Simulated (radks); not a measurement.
Values are calculated unless marked as measured or tabulated.
Q: All-electron atom: the zinc ion Zn4+ in [Ar] 3d8 (the NIST ground configuration). Level of theory: scalar-relativistic Kohn-Sham, LDA (Slater exchange, Perdew-Wang correlation), spin-unpolarised, spherical densities, finite nucleus; Fermi nuclear charge, rms radius 3.9283 fm (a radial shooting solver on a logarithmic mesh with Libxc functionals). Some entries of the table are withheld. Estimate them.

orbital,occ.,eigenvalue (eV),r(max) (bohr),<1/r> (bohr^-1)
1s,2,-9574.722,0.03296,(1)
2s,2,-1224.461,0.1896,6.574
2p,6,-1071.683,0.1521,6.457
3s,2,-194.1928,0.5860,2.115
3p,6,-148.3997,(2),1.974
3d,8,(3),0.5473,1.667

A: 
(1) 1s <1/r> (bohr^-1): 30.18
(2) 3p r(max) (bohr): 0.5879
(3) 3d eigenvalue (eV): -73.6793
